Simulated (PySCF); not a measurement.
Electron correlation in Ca³⁺ (calcium, charge +3)

[Ne] 3s2 3p5, 2P determinant. Calculation: PySCF 2.14, in pcseg-2; no relativity, point nucleus. Frozen: [Ne] 3s2; 5 electrons correlated.

Total MP2 correlation energy: -86.98 mhartree.

Same-spin part -26.54 and opposite-spin part -60.44 mhartree; SCS-MP2 scales them by 1/3 and 6/5 to -81.38 mhartree.

```
  level  correlation energy (mhartree)
   CCSD                        -104.21
    (T)                          -0.32
CCSD(T)                        -104.53
```

Diagnostics: T1 = 0.0018, D1 = 0.0029, largest double amplitude 0.035.

Cost of the coupled-cluster step: 0.25 s of wall time on 1 thread of Neoverse-V1 (shared host), for 5 correlated electrons.
